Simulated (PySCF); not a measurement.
PySCF 2.14 output of an unrestricted LDA calculation on a single atom or ion in aug-cc-pwCVTZ-PP with ECP28MDF (8s7p6d4f1g, 96 functions), with a scalar-relativistic core potential:

```
SCF conv_tol = 1e-09
number electrons alpha = 13  beta = 9
    P. A. M. Dirac.,  Math. Proc. Cambridge Philos. Soc. 26, 376 (1930)
    F. Bloch.,  Z. Phys. 57, 545 (1929)
    S. H. Vosko, L. Wilk, and M. Nusair.,  Can. J. Phys. 58, 1200 (1980)
cycle= 1 E= -265.747764203834  delta_E= -0.011  |g|= 0.0931  |ddm|= 1.07
cycle= 2 E= -265.748154125431  delta_E= -0.00039  |g|= 0.073  |ddm|= 0.237
cycle= 3 E= -265.748797282087  delta_E= -0.000643  |g|= 0.00143  |ddm|= 0.111
cycle= 4 E= -265.748797777116  delta_E= -4.95e-07  |g|= 0.000164  |ddm|= 0.00724
cycle= 5 E= -265.748797778009  delta_E= -8.93e-10  |g|= 1.73e-05  |ddm|= 0.00172
converged SCF energy = -265.748797778009  <S^2> = 6.0007831  2S+1 = 5.0003132
```

The run itself started from symmetry-adapted Hartree-Fock orbitals and held the occupation by maximum overlap, on a logarithmic radial grid, so the iterations belong to that start.

Task: Which element, charge and spin multiplicity is this?

Result: Te²⁺ (tellurium, charge +2), multiplicity 5; the state was [Kr] 4d10 5s1 5p2 6s1, high-spin 5P determinant (an excited configuration).

Energies and moments cover only the electrons outside the core potential. The outer electron is Rydberg-like, and this basis confines it to a smaller radius and binds it less than a complete one would.
